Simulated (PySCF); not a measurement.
# Ionisation energy along the 7-electron series

Calculated with PySCF 2.14 and a two-component X2C-1e Hamiltonian (Gaussian nucleus, no Breit or QED terms), each ion in its own even-tempered basis scaled to its charge; GMP2 freezes nothing and drops the highest virtual spinors. Values in eV. NIST values: (m) measured, (s) semi-empirical, (t) theoretical.

```csv
ion,configuration,GHF (spin-free),GMP2 (spin-free),GHF (screened spin-orbit),GMP2 (screened spin-orbit),NIST
Eu⁵⁶⁺,[He] 2s2 2p3,11997.8,11997.7,11748.0,11747.9,11739 ± 5 (t)
Tb⁵⁸⁺,[He] 2s2 2p3,12855.4,12855.4,12573.7,12573.6,12563 ± 6 (t)
```

(1) Fill in the row of Gd⁵⁷⁺.

## Answers

(1) configuration: [He] 2s2 2p3; GHF (spin-free): 12422.6; GMP2 (spin-free): 12422.5; GHF (screened spin-orbit): 12157.2; GMP2 (screened spin-orbit): 12157.1; NIST: 12147 ± 6 (t).
